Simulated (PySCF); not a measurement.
C8H7FO.
SMILES: `CC(=O)c1ccc(F)cc1`

A linear-response calculation (PySCF, def2-SVPD basis, gas phase, vertical, core orbitals frozen in the response) gave these numbers; the functional is withheld.

Orbital energies (eV): HOMO-3 -10.16, HOMO-2 -8.02, HOMO-1 -7.59, HOMO -7.53, LUMO -1.78, LUMO+1 -0.88, LUMO+2 0.57.

```
state  E (eV)       f  main configurations (H = HOMO, L = LUMO)
   S1    3.87  0.0001                                 H→L (95%)
   S2    5.02  0.0059                H-2→L (66%), H-1→L+1 (30%)
   S3    5.22   0.254                               H-1→L (90%)
   S4    5.55  0.0000                              H→L+1 (100%)
   S5    6.18   0.168                H-1→L+1 (60%), H-2→L (30%)
   S6    6.72   0.418              H-2→L+1 (82%), H-1→L+3 (10%)
```

Triplets (Tamm–Dancoff): T1 3.36 eV, H→L (92%); T2 3.60 eV, H-1→L (86%), H-2→L+1 (8%); T3 4.40 eV, H-2→L (80%), H-1→L+1 (17%); T4 4.54 eV, H-2→L+1 (82%), H-1→L (10%).

Vertical ionisation energy by ΔSCF with the same functional: 9.29 eV. Mean static polarisability: 96.6 au.

Task: Name the functional.
A. PBE
B. HF
C. CAM-B3LYP
D. PBE0

Result: D. PBE0 is a global hybrid with 25% exact exchange. In this run −ε(HOMO) = 7.53 eV differs from the ΔSCF value by -1.76 eV, and S1 differs from the orbital gap of 5.75 eV by -1.88 eV. The ratio −ε(HOMO)/IP is 0.81. Usual ranges for neutral molecules in this basis: 0.7 to 0.83 with PBE0, 0.5 to 0.7 with PBE, 0.85 to 0.93 with CAM-B3LYP; Hartree–Fock can't fall below 1, since the ion's relaxation only lowers the ΔSCF value. The other options: PBE, a GGA without exact exchange; HF, time-dependent Hartree–Fock, 100% exact exchange; CAM-B3LYP, range-separated, 19% exact exchange at short range and 65% at long range (ω = 0.33 bohr⁻¹).

Method used: PySCF 2.14.0, density-fitted response routines, TDDFT PBE0/def2-SVPD, vertical, gas phase, core orbitals frozen in the response. Geometry: PBE0-D3(BJ)/def2-SVP, one conformer, isolated molecule.

Hardware: one thread of an Arm Neoverse V2, on a shared host. Cost: 5.7 min wall.

The values belong to the conformer `[CH3:1][C:2](=[O:3])[c:4]1[cH:5][cH:6][c:7]([F:8])[cH:9][cH:10]1`: C1–C2–C4–C5 180°.
